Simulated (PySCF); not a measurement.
**Computed properties of C3H7ClOSi, SMILES C=C(Cl)[Si@@H](C)O**

C₃H₇ClOSi, SMILES C(=C)([Si@H](O)C)Cl. Geometry: ωB97X-D3(BJ)/def2-SVP. The structure was generated by enumeration; whether it is a known compound was not checked. The values are those of a single conformer. All values are computed for the isolated molecule unless a solvent is named; none is compared with measurement here.

**Structure.** All 33 harmonic modes at ωB97X-D3(BJ)/def2-SVP (PySCF) are real, so it is a minimum. With heavy atoms numbered as in [CH2:1]=[C:2]([Cl:3])[Si@@H:4]([CH3:5])[OH:6], the shortest bond between them is C1–C2 at 1.333 Å and the longest C2–Si4 at 1.882 Å.

**Vibrations.** The strongest infrared lines (harmonic, unscaled, degenerate partners summed) lie at 894 cm⁻¹ (225 km/mol, H 70 %, Si 15 %, C 12 %), 2246 cm⁻¹ (150 km/mol, H 97 %), 852 cm⁻¹ (124 km/mol, H 46 %, O 39 %, Si 13 %). The softest mode is at 61 cm⁻¹ and the zero-point energy is 59.0 kcal/mol.

**Electronic structure.** PBE0/def2-TZVP (PySCF) places the frontier levels at -7.52 and -0.62 eV, a gap of 6.90 eV, and gives a dipole moment of 1.32 D and a mean polarisability of 76.1 bohr³. PBE/def2-TZVP (PySCF) at the same geometry gives -6.35 and -1.57 eV, so its gap is 2.12 eV narrower. An orbital gap is neither the optical nor the fundamental gap.

**Excitations.** TDDFT-CAM-B3LYP/def2-SVPD (PySCF) has S1 at 6.46 eV (192 nm, f = 0.002, dark); the most intense of the 10 singlets computed lies at 6.51 eV (f = 0.26). T1 (TDA) is at 4.00 eV. TDDFT-PBE/def2-SVPD (PySCF) puts S1 at 5.46 eV. No vertical singlet excitation falls in the visible range (under 3.1 eV).

**NMR.** GIAO shifts at PBE0/pcSseg-1 (PySCF) (non-relativistic, atoms alike by connectivity averaged): ¹³C from -1.4 to 158.7 ppm against TMS; ¹H from 0.7 to 6.5 ppm against TMS; ²⁹Si at -8.7 ppm against TMS. Without spin–orbit terms, shifts of atoms bonded to Cl or Br come out too high.

**Solvation.** SMD-ωB97X/def2-SVP (PySCF) gives -2.3 kcal/mol in water, -3.3 kcal/mol in toluene, -3.8 kcal/mol in cyclohexanone (1 M in both phases, gas-phase geometry).
